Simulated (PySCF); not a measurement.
Ligands exchanged one at a time, B H-OH. All species are isolated molecules in the gas phase. One relaxed conformer stands for each flexible species; it need not be the lowest. Strings in code marks are SMILES.

Computed with B3LYP-D3(BJ)/def2-TZVP // PBE0-D4/def2-TZVP run with PySCF. B3LYP has the VWN-RPA correlation part, as in Gaussian. Delta-SCF ions had no search for a lower state. Excitations are Tamm–Dancoff values on a coarser integration grid. The basis has no diffuse functions, so Rydberg states are missing or too high.

| species | S1 excitation (TDA) (eV) | HOMO–LUMO gap (eV) | vertical ionisation energy (Delta-SCF) (eV) |
|---|---|---|---|
| 0 of 3 H replaced by OH (`B`) | – | 7.51 | 13.12 |
| 1 of 3 H replaced by OH (`BO`) | … | 8.00 | 11.80 |
| 2 of 3 H replaced by OH (`OBO` (H–O–B–O torsion 0°, O–B–O–H torsion 180°)) | … | 9.65 | 12.10 |
| 3 of 3 H replaced by OH | 7.54 | 8.62 | 11.80 |

Q: Fill in the missing entries.

A: 
- 1 of 3 H replaced by OH (`BO`), S1 excitation (TDA) (eV): 6.47
- 2 of 3 H replaced by OH (`OBO` (H–O–B–O torsion 0°, O–B–O–H torsion 180°)), S1 excitation (TDA) (eV): 8.40
